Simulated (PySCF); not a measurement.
## Computed structure and properties of TlH

System: TlH (singlet); start: template (C∞v). Method: PySCF 2.14.0, RKS PBE, Tl def2-SVP with ECP60, H def2-SVP; non-relativistic Hamiltonian with scalar-relativistic core potentials where named; density fitting; no spin-orbit coupling.

Input of the relaxation:

```python
mol = gto.M(atom='''
Tl     0.00000     0.00000    -0.01135
H      0.00000     0.00000     2.30865''',
    basis={'Tl': 'def2-SVP', 'H': 'def2-SVP'},
    ecp={'Tl': 'def2-SVP'},
    charge=0, spin=0)
mf = dft.RKS(mol, xc='PBE')
mf.grids.atom_grid = (50, 194)
mf = mf.density_fit()  # fitting sets: Tl def2-universal-JKFIT, H def2-universal-JKFIT
mf.conv_tol = 1e-08; mf.max_cycle = 55
mf.kernel(dm0)  # dm0: converged density of the start geometry
# quasi-Newton relaxation in Cartesian coordinates to a largest gradient under 0.00045 Eh/bohr, steps kept in the point group
```

Run from Python with OMP_NUM_THREADS=2; the lines above give its settings. Where DIIS fails, smearing, a level shift and second-order steps follow.
It took 1.8 s on 2 threads of Arm Neoverse V1, with other jobs on the host, from the converged density of the start.

Course of the relaxation:

```json
{"step": "0", "energy above end (eV)": "0.3006", "largest force component within the symmetry (eV/Å)": "1.295"}
{"step": "1", "energy above end (eV)": "0.1011", "largest force component within the symmetry (eV/Å)": "0.908"}
{"step": "2", "energy above end (eV)": "0.0669", "largest force component within the symmetry (eV/Å)": "1.081"}
{"step": "3", "energy above end (eV)": "0.0043", "largest force component within the symmetry (eV/Å)": "0.225"}
{"step": "4", "energy above end (eV)": "0.0002", "largest force component within the symmetry (eV/Å)": "0.052"}
{"step": "5", "energy above end (eV)": "0.0000", "largest force component within the symmetry (eV/Å)": "0.004"}
```

Relaxed geometry (C∞v):

```xyz
2

Tl    0.0000    0.0000    0.1772
H     0.0000    0.0000    2.1201
```

```json
{"contact": "Tl1–H2 (H)", "Å": "1.943"}
```

On the finer grid (75, 302):

The HOMO is -4.71 eV, the LUMO is -2.32 eV and the dipole about the centre of mass is 1.32 D. The set of Mulliken populations of Tl1 outside the core potential is s 3.96, p 6.84, d 10.01. The D3(BJ) dispersion energy (not in the energies) is -0.013 eV.

```
atom  Mulliken (e)  Löwdin (e)  spin (e)
 Tl1          0.19        0.16      0.00
  H2         -0.19       -0.16      0.00
```

On the grid (50, 194), as all that follows. Harmonic modes: a minimum; lowest 1315 cm⁻¹ (negative: unstable), highest 1315 cm⁻¹, zero-point energy 0.081 eV.

Taking off one H (charge -1, singlet; the rest: singlet) in vacuum, both parts rigid, costs 8.52 eV; the small basis without counterpoise inflates it. Most of it is the attraction of opposite charges; other ways to part are cheaper, and one spin state was tried for the rest.

Rigid scan of H along the line from its metal:

```json
{"distance to H2 (Å)": "1.64", "energy (eV)": "0.420"}
{"distance to H2 (Å)": "1.74", "energy (eV)": "0.163"}
{"distance to H2 (Å)": "1.84", "energy (eV)": "0.036"}
{"distance to H2 (Å)": "1.94", "energy (eV)": "0.000"}
{"distance to H2 (Å)": "2.04", "energy (eV)": "0.028"}
{"distance to H2 (Å)": "2.14", "energy (eV)": "0.101"}
{"distance to H2 (Å)": "2.34", "energy (eV)": "0.331"}
{"distance to H2 (Å)": "2.64", "energy (eV)": "0.764"}
{"distance to H2 (Å)": "3.04", "energy (eV)": "1.345"}
{"distance to H2 (Å)": "3.54", "energy (eV)": "1.950"}
```

One start shape was tried, so this needn't be the lowest isomer.
